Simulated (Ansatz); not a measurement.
One change: `[NH]=[V]([NH2])([Cl])[Cl]` becomes `[NH]=[V]([Cl])([Cl])[Cl]`.

Ansatz, PBE0-D4/def2-TZVP geometries, multiplicity 1. Each molecule was computed in one conformer, which needn't be the lowest.

Scalar relativity is left out up to krypton.

```
                                          property  `[NH]=[V]([NH2])([Cl])[Cl]`
                HOMO energy (PBE0/def2-TZVPP) / eV                        -8.23
  size of the dipole moment (B3LYP/def2-TZVPP) / D                         3.37
    size of the dipole moment (PBE/def2-TZVPP) / D                         3.26
                LUMO energy (PBE0/def2-TZVPP) / eV                        -2.90
size of the dipole moment (ωB97M-V/def2-TZVPP) / D                         3.53
           HOMO–LUMO gap (ωB97M-V/def2-TZVPP) / eV                         9.70
```

(1) Give the same properties after the change, and the shifts. (Estimate.)

## Answers

(1) The calculation gave: 
```
                                          property  `[NH]=[V]([Cl])([Cl])[Cl]`  shift
                HOMO energy (PBE0/def2-TZVPP) / eV                       -8.89  -0.66
  size of the dipole moment (B3LYP/def2-TZVPP) / D                        2.26  -1.11
    size of the dipole moment (PBE/def2-TZVPP) / D                        2.06  -1.20
                LUMO energy (PBE0/def2-TZVPP) / eV                       -3.77  -0.87
size of the dipole moment (ωB97M-V/def2-TZVPP) / D                        2.52  -1.01
           HOMO–LUMO gap (ωB97M-V/def2-TZVPP) / eV                        9.49  -0.21
```

With PBE0 the HOMO falls by 0.66 eV and the LUMO falls by 0.87 eV, so the gap narrows by about 0.21 eV. PBE moves the HOMO by -0.60 eV and ωB97M-V by -0.68 eV. Dipoles are sizes alone; their direction can turn.

B3LYP here is the variant with VWN-RPA as its local correlation; programs differ in this.
